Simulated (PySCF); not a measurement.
## A survey of ²⁹Si NMR shifts

- σ from GIAO-PBE0/pcSseg-1
- geometry from GFN2-xTB
- program: PySCF 2.14.0 with density-fitted response routines
- fast rotation and ring inversion assumed for equivalent nuclei, a single conformation, isolated molecule, relativity neglected

Shieldings were converted by a linear fit to measured shifts: ²⁹Si: δ = 279.94 − 0.822σ (rms 8.9 ppm, 72 shifts, 25.8 ppm with the 6 outliers that the fit left out vs TMS, solution or neat liquid). Occasional misses reach two or three times the rms, and more in compound classes unlike the fitted ones.

Task: Give the ²⁹Si shifts of `C#C[Si@]1(C)C[C@H](C#CC)C1`, `CCC[Si@@H]1CC[C@@H]1OC=O`, `C[SiH2][Si@](C)(S)[SiH2]N`, `CC(=S)S[Si@@H](Cl)S[SiH3]`, `C=C(C)[Si@@H]1N[SiH2]C[SiH2]1`.

Result: 
```json
{"compound": "C#C[Si@]1(C)C[C@H](C#CC)C1", "environment": "silicon bonded to 4 C, in a 4-membered ring", "δ (ppm)": "-22.6"}
{"compound": "CCC[Si@@H]1CC[C@@H]1OC=O", "environment": "silicon bonded to 3 C, H, in a 4-membered ring", "δ (ppm)": "-17.3"}
{"compound": "[CH3:1][SiH2:2][Si@:3]([CH3:4])([SH:5])[SiH2:6][NH2:7]", "environment": "Si3: silicon bonded to C, S, 2 Si", "δ (ppm)": "-24.0"}
{"compound": "[CH3:1][SiH2:2][Si@:3]([CH3:4])([SH:5])[SiH2:6][NH2:7]", "environment": "Si6: silicon bonded to N, Si, 2 H", "δ (ppm)": "-50.2"}
{"compound": "[CH3:1][SiH2:2][Si@:3]([CH3:4])([SH:5])[SiH2:6][NH2:7]", "environment": "Si2: silicon bonded to C, Si, 2 H", "δ (ppm)": "-64.0"}
{"compound": "[CH3:1][C:2](=[S:3])[S:4][Si@@H:5]([Cl:6])[S:7][SiH3:8]", "environment": "Si5: silicon bonded to Cl, 2 S, H", "δ (ppm)": "-6.1"}
{"compound": "[CH3:1][C:2](=[S:3])[S:4][Si@@H:5]([Cl:6])[S:7][SiH3:8]", "environment": "Si8: silicon bonded to S, 3 H", "δ (ppm)": "-55.4"}
{"compound": "[CH2:1]=[C:2]([CH3:3])[Si@@H:4]1[NH:5][SiH2:6][CH2:7][SiH2:8]1", "environment": "Si6: silicon bonded to C, N, 2 H, in a 5-membered ring", "δ (ppm)": "-24.3"}
{"compound": "[CH2:1]=[C:2]([CH3:3])[Si@@H:4]1[NH:5][SiH2:6][CH2:7][SiH2:8]1", "environment": "Si4: silicon bonded to C, N, Si, H, in a 5-membered ring", "δ (ppm)": "-25.0"}
{"compound": "[CH2:1]=[C:2]([CH3:3])[Si@@H:4]1[NH:5][SiH2:6][CH2:7][SiH2:8]1", "environment": "Si8: silicon bonded to C, Si, 2 H, in a 5-membered ring", "δ (ppm)": "-71.2"}
```

Task: Match the shifts -8.9, -21.9, -40.7 ppm to `COCC(=O)/C=C/[SiH](C)C`, `C1CCC([C@@H]2CO[SiH2]O2)C1`, `C[C@@H]1[SiH2]C=C1C#CC1CC1`.

Result: -8.9: C1CCC([C@@H]2CO[SiH2]O2)C1 (silicon bonded to 2 O, 2 H, in a 5-membered ring); -21.9: COCC(=O)/C=C/[SiH](C)C (silicon bonded to 3 C, H); -40.7: C[C@@H]1[SiH2]C=C1C#CC1CC1 (silicon bonded to 2 C, 2 H, in a 4-membered ring).
